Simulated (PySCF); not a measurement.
TiBr₄ (singlet state).
Cartesian coordinates in Å at the PBE0-D3(BJ)/def2-SVP level; atoms count from 1:
```xyz
5
TiBr4 angstrom
Br    -1.5289    0.8134   -1.5076
Ti     0.0114    0.0056    0.0013
Br     2.0613   -0.1855   -1.0362
Br     0.1697    1.4149    1.8239
Br    -0.6792   -2.0822    0.6800
```

Theory: PBE0-D3(BJ)/def2-SVP geometry optimisation, gas phase in PySCF 2.14.0.

Problem. Which atoms are bound to Ti2, and at what distances?

Solution. 4 atoms: Br5 2.301 Å, Br1 2.303 Å, Br3 2.305 Å, Br4 2.309 Å.

Problem. List the angles at Ti2.

Solution. 
```json
{"angle": "Br1–Ti2–Br4", "degrees": "110.4", "distance of the outer atoms (Å)": "3.79"}
{"angle": "Br3–Ti2–Br4", "degrees": "110.2", "distance of the outer atoms (Å)": "3.78"}
{"angle": "Br4–Ti2–Br5", "degrees": "110.0", "distance of the outer atoms (Å)": "3.78"}
{"angle": "Br1–Ti2–Br3", "degrees": "109.2", "distance of the outer atoms (Å)": "3.76"}
{"angle": "Br3–Ti2–Br5", "degrees": "108.9", "distance of the outer atoms (Å)": "3.75"}
{"angle": "Br1–Ti2–Br5", "degrees": "108.1", "distance of the outer atoms (Å)": "3.73"}
```

Problem. What is the shape at Ti2?

Solution. Tetrahedral: angles from 108.1° to 110.4°; τ4 = (360° − α − β)/141° = 0.99 with α and β the two widest (0 for a square, 1 for a tetrahedron). Differences among atoms that Td makes equivalent are scatter left by the optimiser.

Point group: Td (tolerance 0.08 Å). Charge 0, singlet. PBE0-D3(BJ)/def2-SVP frequencies: not computed here.
